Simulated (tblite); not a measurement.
Species: C₃H₅BO₂.
Atom-mapped SMILES: `[BH2-:1]1[O:2][CH:3]=[CH:4][CH:5]=[O+:6]1` (hydrogens: H7, H8 on B1; H9 on C3; H10 on C4; H11 on C5)
Bond orders are those of one Lewis drawing.

Computed with GFN2-xTB (tblite), gas phase: Langevin dynamics at 600 K from the optimised GFN2-xTB geometry, time step 0.5 fs, friction 0.01 fs⁻¹, 2000 steps. The instantaneous temperature is 2·E(kin)/(3Nk) with all 3N coordinates.

```json
{"t (fs)": "0", "T (K)": "526", "E(pot) above start (eV)": "0.000", "B1–O2 (Å)": "1.546", "O2–C3 (Å)": "1.258", "C3=C4 (Å)": "1.391", "C4–C5 (Å)": "1.391", "C5=O6 (Å)": "1.258", "B1–H7 (Å)": "1.188"}
{"t (fs)": "25", "T (K)": "346", "E(pot) above start (eV)": "0.539", "B1–O2 (Å)": "1.512", "O2–C3 (Å)": "1.293", "C3=C4 (Å)": "1.385", "C4–C5 (Å)": "1.424", "C5=O6 (Å)": "1.261", "B1–H7 (Å)": "1.264"}
{"t (fs)": "50", "T (K)": "297", "E(pot) above start (eV)": "0.590", "B1–O2 (Å)": "1.510", "O2–C3 (Å)": "1.325", "C3=C4 (Å)": "1.385", "C4–C5 (Å)": "1.454", "C5=O6 (Å)": "1.254", "B1–H7 (Å)": "1.267"}
{"t (fs)": "75", "T (K)": "322", "E(pot) above start (eV)": "0.460", "B1–O2 (Å)": "1.574", "O2–C3 (Å)": "1.241", "C3=C4 (Å)": "1.378", "C4–C5 (Å)": "1.406", "C5=O6 (Å)": "1.258", "B1–H7 (Å)": "1.175"}
{"t (fs)": "100", "T (K)": "469", "E(pot) above start (eV)": "0.419", "B1–O2 (Å)": "1.496", "O2–C3 (Å)": "1.266", "C3=C4 (Å)": "1.355", "C4–C5 (Å)": "1.435", "C5=O6 (Å)": "1.258", "B1–H7 (Å)": "1.151"}
{"t (fs)": "125", "T (K)": "462", "E(pot) above start (eV)": "0.664", "B1–O2 (Å)": "1.539", "O2–C3 (Å)": "1.285", "C3=C4 (Å)": "1.372", "C4–C5 (Å)": "1.441", "C5=O6 (Å)": "1.284", "B1–H7 (Å)": "1.250"}
{"t (fs)": "150", "T (K)": "521", "E(pot) above start (eV)": "0.722", "B1–O2 (Å)": "1.621", "O2–C3 (Å)": "1.258", "C3=C4 (Å)": "1.379", "C4–C5 (Å)": "1.449", "C5=O6 (Å)": "1.306", "B1–H7 (Å)": "1.204"}
{"t (fs)": "175", "T (K)": "566", "E(pot) above start (eV)": "0.644", "B1–O2 (Å)": "1.447", "O2–C3 (Å)": "1.196", "C3=C4 (Å)": "1.409", "C4–C5 (Å)": "1.369", "C5=O6 (Å)": "1.249", "B1–H7 (Å)": "1.152"}
{"t (fs)": "200", "T (K)": "616", "E(pot) above start (eV)": "0.532", "B1–O2 (Å)": "1.646", "O2–C3 (Å)": "1.252", "C3=C4 (Å)": "1.413", "C4–C5 (Å)": "1.383", "C5=O6 (Å)": "1.256", "B1–H7 (Å)": "1.150"}
{"t (fs)": "225", "T (K)": "457", "E(pot) above start (eV)": "0.731", "B1–O2 (Å)": "1.390", "O2–C3 (Å)": "1.301", "C3=C4 (Å)": "1.414", "C4–C5 (Å)": "1.400", "C5=O6 (Å)": "1.283", "B1–H7 (Å)": "1.151"}
{"t (fs)": "250", "T (K)": "429", "E(pot) above start (eV)": "0.687", "B1–O2 (Å)": "1.777", "O2–C3 (Å)": "1.258", "C3=C4 (Å)": "1.417", "C4–C5 (Å)": "1.389", "C5=O6 (Å)": "1.317", "B1–H7 (Å)": "1.132"}
{"t (fs)": "275", "T (K)": "474", "E(pot) above start (eV)": "0.844", "B1–O2 (Å)": "1.569", "O2–C3 (Å)": "1.254", "C3=C4 (Å)": "1.373", "C4–C5 (Å)": "1.395", "C5=O6 (Å)": "1.272", "B1–H7 (Å)": "1.149"}
{"t (fs)": "300", "T (K)": "689", "E(pot) above start (eV)": "0.613", "B1–O2 (Å)": "1.653", "O2–C3 (Å)": "1.263", "C3=C4 (Å)": "1.378", "C4–C5 (Å)": "1.440", "C5=O6 (Å)": "1.270", "B1–H7 (Å)": "1.190"}
{"t (fs)": "325", "T (K)": "759", "E(pot) above start (eV)": "0.743", "B1–O2 (Å)": "1.584", "O2–C3 (Å)": "1.268", "C3=C4 (Å)": "1.389", "C4–C5 (Å)": "1.462", "C5=O6 (Å)": "1.287", "B1–H7 (Å)": "1.226"}
{"t (fs)": "350", "T (K)": "694", "E(pot) above start (eV)": "0.534", "B1–O2 (Å)": "1.520", "O2–C3 (Å)": "1.270", "C3=C4 (Å)": "1.382", "C4–C5 (Å)": "1.398", "C5=O6 (Å)": "1.255", "B1–H7 (Å)": "1.254"}
{"t (fs)": "375", "T (K)": "618", "E(pot) above start (eV)": "0.666", "B1–O2 (Å)": "1.720", "O2–C3 (Å)": "1.245", "C3=C4 (Å)": "1.394", "C4–C5 (Å)": "1.422", "C5=O6 (Å)": "1.281", "B1–H7 (Å)": "1.142"}
{"t (fs)": "400", "T (K)": "512", "E(pot) above start (eV)": "0.508", "B1–O2 (Å)": "1.444", "O2–C3 (Å)": "1.273", "C3=C4 (Å)": "1.434", "C4–C5 (Å)": "1.380", "C5=O6 (Å)": "1.289", "B1–H7 (Å)": "1.206"}
{"t (fs)": "425", "T (K)": "513", "E(pot) above start (eV)": "0.642", "B1–O2 (Å)": "1.585", "O2–C3 (Å)": "1.261", "C3=C4 (Å)": "1.471", "C4–C5 (Å)": "1.386", "C5=O6 (Å)": "1.292", "B1–H7 (Å)": "1.267"}
{"t (fs)": "450", "T (K)": "507", "E(pot) above start (eV)": "0.556", "B1–O2 (Å)": "1.496", "O2–C3 (Å)": "1.254", "C3=C4 (Å)": "1.459", "C4–C5 (Å)": "1.368", "C5=O6 (Å)": "1.296", "B1–H7 (Å)": "1.281"}
{"t (fs)": "475", "T (K)": "566", "E(pot) above start (eV)": "0.576", "B1–O2 (Å)": "1.557", "O2–C3 (Å)": "1.289", "C3=C4 (Å)": "1.418", "C4–C5 (Å)": "1.366", "C5=O6 (Å)": "1.256", "B1–H7 (Å)": "1.179"}
{"t (fs)": "500", "T (K)": "575", "E(pot) above start (eV)": "0.507", "B1–O2 (Å)": "1.487", "O2–C3 (Å)": "1.275", "C3=C4 (Å)": "1.373", "C4–C5 (Å)": "1.456", "C5=O6 (Å)": "1.234", "B1–H7 (Å)": "1.167"}
{"t (fs)": "525", "T (K)": "673", "E(pot) above start (eV)": "0.759", "B1–O2 (Å)": "1.546", "O2–C3 (Å)": "1.276", "C3=C4 (Å)": "1.363", "C4–C5 (Å)": "1.477", "C5=O6 (Å)": "1.241", "B1–H7 (Å)": "1.175"}
{"t (fs)": "550", "T (K)": "670", "E(pot) above start (eV)": "0.624", "B1–O2 (Å)": "1.577", "O2–C3 (Å)": "1.282", "C3=C4 (Å)": "1.357", "C4–C5 (Å)": "1.385", "C5=O6 (Å)": "1.303", "B1–H7 (Å)": "1.170"}
{"t (fs)": "575", "T (K)": "598", "E(pot) above start (eV)": "0.845", "B1–O2 (Å)": "1.511", "O2–C3 (Å)": "1.276", "C3=C4 (Å)": "1.345", "C4–C5 (Å)": "1.418", "C5=O6 (Å)": "1.285", "B1–H7 (Å)": "1.203"}
{"t (fs)": "600", "T (K)": "536", "E(pot) above start (eV)": "0.976", "B1–O2 (Å)": "1.588", "O2–C3 (Å)": "1.288", "C3=C4 (Å)": "1.383", "C4–C5 (Å)": "1.465", "C5=O6 (Å)": "1.238", "B1–H7 (Å)": "1.201"}
{"t (fs)": "625", "T (K)": "765", "E(pot) above start (eV)": "0.747", "B1–O2 (Å)": "1.554", "O2–C3 (Å)": "1.289", "C3=C4 (Å)": "1.374", "C4–C5 (Å)": "1.507", "C5=O6 (Å)": "1.247", "B1–H7 (Å)": "1.192"}
{"t (fs)": "650", "T (K)": "714", "E(pot) above start (eV)": "0.614", "B1–O2 (Å)": "1.572", "O2–C3 (Å)": "1.300", "C3=C4 (Å)": "1.355", "C4–C5 (Å)": "1.459", "C5=O6 (Å)": "1.268", "B1–H7 (Å)": "1.225"}
{"t (fs)": "675", "T (K)": "736", "E(pot) above start (eV)": "0.774", "B1–O2 (Å)": "1.479", "O2–C3 (Å)": "1.320", "C3=C4 (Å)": "1.341", "C4–C5 (Å)": "1.455", "C5=O6 (Å)": "1.273", "B1–H7 (Å)": "1.228"}
{"t (fs)": "700", "T (K)": "861", "E(pot) above start (eV)": "0.614", "B1–O2 (Å)": "1.644", "O2–C3 (Å)": "1.322", "C3=C4 (Å)": "1.358", "C4–C5 (Å)": "1.445", "C5=O6 (Å)": "1.266", "B1–H7 (Å)": "1.178"}
{"t (fs)": "725", "T (K)": "506", "E(pot) above start (eV)": "0.609", "B1–O2 (Å)": "1.413", "O2–C3 (Å)": "1.289", "C3=C4 (Å)": "1.404", "C4–C5 (Å)": "1.381", "C5=O6 (Å)": "1.248", "B1–H7 (Å)": "1.147"}
{"t (fs)": "750", "T (K)": "636", "E(pot) above start (eV)": "0.715", "B1–O2 (Å)": "1.717", "O2–C3 (Å)": "1.240", "C3=C4 (Å)": "1.437", "C4–C5 (Å)": "1.417", "C5=O6 (Å)": "1.234", "B1–H7 (Å)": "1.149"}
{"t (fs)": "775", "T (K)": "694", "E(pot) above start (eV)": "0.436", "B1–O2 (Å)": "1.649", "O2–C3 (Å)": "1.239", "C3=C4 (Å)": "1.447", "C4–C5 (Å)": "1.392", "C5=O6 (Å)": "1.262", "B1–H7 (Å)": "1.168"}
{"t (fs)": "800", "T (K)": "606", "E(pot) above start (eV)": "0.828", "B1–O2 (Å)": "1.424", "O2–C3 (Å)": "1.232", "C3=C4 (Å)": "1.418", "C4–C5 (Å)": "1.387", "C5=O6 (Å)": "1.307", "B1–H7 (Å)": "1.250"}
{"t (fs)": "825", "T (K)": "553", "E(pot) above start (eV)": "0.885", "B1–O2 (Å)": "1.675", "O2–C3 (Å)": "1.237", "C3=C4 (Å)": "1.379", "C4–C5 (Å)": "1.374", "C5=O6 (Å)": "1.309", "B1–H7 (Å)": "1.315"}
{"t (fs)": "850", "T (K)": "672", "E(pot) above start (eV)": "0.950", "B1–O2 (Å)": "1.479", "O2–C3 (Å)": "1.239", "C3=C4 (Å)": "1.375", "C4–C5 (Å)": "1.352", "C5=O6 (Å)": "1.311", "B1–H7 (Å)": "1.301"}
{"t (fs)": "875", "T (K)": "910", "E(pot) above start (eV)": "0.890", "B1–O2 (Å)": "1.617", "O2–C3 (Å)": "1.248", "C3=C4 (Å)": "1.386", "C4–C5 (Å)": "1.388", "C5=O6 (Å)": "1.300", "B1–H7 (Å)": "1.090"}
{"t (fs)": "900", "T (K)": "801", "E(pot) above start (eV)": "0.777", "B1–O2 (Å)": "1.643", "O2–C3 (Å)": "1.229", "C3=C4 (Å)": "1.444", "C4–C5 (Å)": "1.414", "C5=O6 (Å)": "1.223", "B1–H7 (Å)": "1.136"}
{"t (fs)": "925", "T (K)": "657", "E(pot) above start (eV)": "0.993", "B1–O2 (Å)": "1.438", "O2–C3 (Å)": "1.266", "C3=C4 (Å)": "1.413", "C4–C5 (Å)": "1.414", "C5=O6 (Å)": "1.204", "B1–H7 (Å)": "1.334"}
{"t (fs)": "950", "T (K)": "856", "E(pot) above start (eV)": "0.812", "B1–O2 (Å)": "1.687", "O2–C3 (Å)": "1.286", "C3=C4 (Å)": "1.379", "C4–C5 (Å)": "1.401", "C5=O6 (Å)": "1.291", "B1–H7 (Å)": "1.187"}
{"t (fs)": "975", "T (K)": "834", "E(pot) above start (eV)": "1.023", "B1–O2 (Å)": "1.592", "O2–C3 (Å)": "1.288", "C3=C4 (Å)": "1.334", "C4–C5 (Å)": "1.393", "C5=O6 (Å)": "1.297", "B1–H7 (Å)": "1.126"}
{"t (fs)": "1000", "T (K)": "938", "E(pot) above start (eV)": "0.675", "B1–O2 (Å)": "1.489", "O2–C3 (Å)": "1.264", "C3=C4 (Å)": "1.340", "C4–C5 (Å)": "1.448", "C5=O6 (Å)": "1.217", "B1–H7 (Å)": "1.230"}
```

Q: From 500 fs on, how do temperature and potential energy compare with equipartition?

A: The mean temperature of these 21 frames is 704 K against the target 600 K, and the mean potential energy 0.76 eV against 27 × kT/2 = 0.70 eV for 27 classical harmonic modes. For 11 atoms in a canonical ensemble the temperature itself scatters by T·√(2/(3N)) = 148 K; here its standard deviation is 122 K. The whole run lasts only 10 friction times of 100 fs, so these averages carry a wide statistical error.

Q: What are the kinetic and total energies of the listed frame with the highest potential energy?

A: The one at 975 fs, 1.023 eV above the start. Its kinetic energy is 3NkT/2 = 1.186 eV at 834 K, so the sum is 2.21 eV; over the listed frames the sum runs from 0.75 to 2.21 eV, since the thermostat adds and removes energy.

Q: How much do the listed bonds fluctuate from 500 fs on?

A: 
```json
{"bond": "B1–O2", "at the start (Å)": "1.546", "mean (Å)": "1.561", "standard deviation (Å)": "0.088"}
{"bond": "O2–C3", "at the start (Å)": "1.258", "mean (Å)": "1.271", "standard deviation (Å)": "0.027"}
{"bond": "C3=C4", "at the start (Å)": "1.391", "mean (Å)": "1.381", "standard deviation (Å)": "0.034"}
{"bond": "C4–C5", "at the start (Å)": "1.391", "mean (Å)": "1.420", "standard deviation (Å)": "0.039"}
{"bond": "C5=O6", "at the start (Å)": "1.258", "mean (Å)": "1.265", "standard deviation (Å)": "0.033"}
{"bond": "B1–H7", "at the start (Å)": "1.188", "mean (Å)": "1.199", "standard deviation (Å)": "0.061"}
```

The motion is classical and holds no zero-point motion.

What follows is the cost of the whole dynamics run. Time: 5.7 s; peak memory 0.18 GiB. Hardware: one thread, Arm Neoverse V2 (aarch64), no GPU, shared host with 96 logical CPUs at a one-minute load of 76.
